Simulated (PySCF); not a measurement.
Compound: C₄H₁₁NO₂Si.
Numbering: `[CH3:1]/[N:2]=[CH:3]/[CH2:4][O:5][SiH2:6][O:7][CH3:8]` (hydrogens: H9, H10, H11 on C1; H12 on C3; H13, H14 on C4; H15, H16 on Si6; H17, H18, H19 on C8)

Structure used (PBE0-D3(BJ)/def2-SVP), in Å, numbered top down from 1:
```
atom  x, y, z in Å
C1     2.8919    0.9873    0.9289
N2     2.4557   -0.0850    0.0826
C3     1.2764   -0.0639   -0.3667
C4     0.7632   -1.1369   -1.2823
O5    -0.5034   -1.6008   -0.8862
Si6   -1.9444   -0.8655   -1.2547
O7    -2.1796    0.5467   -0.4161
C8    -2.4095    0.6205    0.9654
H9     2.1171    1.7557    1.1250
H10    3.2348    0.5750    1.8919
H11    3.7686    1.4786    0.4760
H12    0.5566    0.7494   -0.1255
H13    0.7317   -0.7363   -2.3170
H14    1.4761   -1.9746   -1.2720
H15   -1.9554   -0.4633   -2.6869
H16   -2.9894   -1.8576   -0.8867
H17   -2.7888    1.6242    1.2096
H18   -1.4815    0.4542    1.5412
H19   -3.1577   -0.1198    1.3033
```

Level: wB97X-D/def2-SVPD in PySCF, non-relativistic, on one gas-phase PBE0-D3(BJ)/def2-SVP geometry that isn't relaxed in the solvent. The solvent is an IEF-PCM continuum (cavity from Bondi-type radii × 1.2). Specific hydrogen bonds and non-electrostatic terms are outside this model.

Gas phase at wB97X-D/def2-SVPD: HOMO -9.27 eV, LUMO 1.42 eV, dipole 1.57 D.

Q: What does the continuum do to the energy, the frontier levels and the dipole at wB97X-D/def2-SVPD in benzene and chloroform?

A: 
```tsv
solvent	ε	E(solvent) − E(gas) (kJ/mol)	polarisation term (kJ/mol)	distortion of the solute (kJ/mol)	HOMO (eV)	LUMO (eV)	dipole (D)
benzene	2.271	-10.28	-10.97	0.69	-9.31	1.44	1.81
chloroform	4.711	-16.69	-18.60	1.91	-9.35	1.44	1.98
```

The first energy column is the sum of the next two and covers electrostatics alone. From benzene to chloroform the lowering changes by a factor 1.62, Onsager's factor (ε − 1)/(2ε + 1) by 1.55 and ε itself by 2.1.

Q: Which radius a makes the point-dipole formula ΔE = −[(ε − 1)/(2ε + 1)]·μ²/a³ give the value in chloroform, with the gas-phase dipole?

A: μ = 0.619 au and |ΔE| = 0.00636 Eh give a = 1.47 Å; the farthest nucleus lies 4.10 Å from the centroid of the nuclei, so such a sphere wouldn't even hold the nuclei. The formula assumes a rigid point dipole at the centre of a sphere.

Q: Give the dipole vector in the frame of the coordinates (D, pointing from negative to positive charge), gas and chloroform.

A: Gas (-0.74, 1.23, 0.64), solvent (-0.99, 1.56, 0.74). Its length changes by +26 % and its direction by 3°.

Q: How does the static polarisability (wB97X-D/def2-SVPD, frozen core, with the continuum's full static response) change?

A: 
| medium | isotropic (au) | principal values (au) | ⟨r²⟩ of the electrons (bohr²) |
| --- | --- | --- | --- |
| gas | 91.3 | 73.6, 89.4, 110.9 | 1642.4 |
| benzene | 102.4 | 83.7, 100.4, 123.1 | 1642.2 |
| chloroform | 109.9 | 91.6, 107.8, 130.2 | 1642.2 |

The isotropic value in chloroform is 1.20 times the gas-phase one; no cavity-field correction is applied. ⟨r²⟩ is taken about the centre of nuclear charge.

Note: wB97X-D ran without an empirical dispersion term, which enters the total energy and its gradient alone.
